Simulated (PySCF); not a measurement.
Gas-phase reaction: ZrOCl2 + F2O ⇌ ZrO2 + 2 ClF

Method: PySCF energies plus ideal-gas RRHO corrections (1 bar). † marks an energy on the PBE0/def2-TZVP geometry and frequencies. All species are closed-shell singlets. Zr: scalar-relativistic def2 core potential, no spin-orbit coupling. ZrOCl2: computed as isolated molecules; such fragments, hydroxides, amides, oligomers or adducts are transient or little studied in the gas.

M06-2X/def2-TZVP† gives ΔH°(298 K) = 210 kJ.

Problem. What do r2SCAN/def2-TZVP†, ωB97X-V/def2-TZVP†, ωB97M-V/def2-TZVP† give?

Solution. r2SCAN/def2-TZVP†: 232 kJ; ωB97X-V/def2-TZVP†: 232 kJ; ωB97M-V/def2-TZVP†: 222 kJ. For scale, ΔH°(298 K) is 210 kJ at this level, 222 kJ at ωB97M-V/def2-TZVP†, and runs from 183 to 341 kJ over the 18 levels computed.
